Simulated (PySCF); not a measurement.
C₃H₆NO, charge -1, multiplicity 1. Atoms are numbered in the order given.

```xyz
11

C     -0.0459    -1.8249     0.0000
N     -0.8293    -0.6237     0.0000
C     -0.2160     0.5456     0.0000
C      1.3361     0.5856     0.0000
O     -0.7932     1.6690     0.0000
H     -0.7139    -2.7041     0.0000
H      0.6227    -1.9489    -0.8877
H      0.6227    -1.9489     0.8877
H      1.6667     1.6313     0.0000
H      1.7538     0.0735    -0.8843
H      1.7538     0.0735     0.8843
```
Charge -1, spin multiplicity 1.

Geometry: B3LYP-D3(BJ)/def2-SVPD. The spin state was assumed, not searched. The isomer is the one that the SMILES or the coordinates give; other isomers of the formula were not compared.

Calculation: SMD-B3LYP/def2-SVPD run with PySCF.

Solvation free energies are E(SMD) − E(gas) at the gas-phase geometry, for 1 M in both phases.

| solvent | ΔG(solv) (kcal/mol) | its non-electrostatic (CDS) part |
|---|---|---|
| water | -70.7 | 0.2 |
| cyclohexanone | -57.2 | -0.4 |
| dichloromethane | -56.0 | -0.6 |
